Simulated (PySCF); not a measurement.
Computed shifts of a molecule CH5F2NOSi, PBE/pcSseg-1 (PySCF), GIAO, gas phase, atoms alike by connectivity averaged where their shifts nearly agree, in ppm (number of nuclei): ¹³C: 57.9 (1). ²⁹Si: -67.6 (1). ¹⁵N: 19.9 (1). ¹⁹F: -172.9 (1), -188.0 (1). ¹H: 4.16 (3), 0.96 (1), 0.65 (1). References: ¹³C against TMS (σ = 182.0 ppm); ¹⁷O against H2O (σ = 334.3 ppm); ²⁹Si against TMS (σ = 335.4 ppm); ¹⁵N against NH3 (σ = 267.0 ppm); ¹⁹F against CFCl3 (σ = 133.6 ppm); ¹H against TMS (σ = 31.49 ppm), references at their B3LYP-D3(BJ)/def2-TZVP geometries, non-relativistic. Geometry optimised at B3LYP-D3(BJ)/def2-SVP. One conformer was computed; it need not be the lowest.

Question: Which structure fits?
A) NC[Si](O)(F)F
B) N[Si@](O)(F)CF
C) CN[Si](O)(F)F
D) CO[Si](N)(F)F

Answer: D, CO[Si](N)(F)F
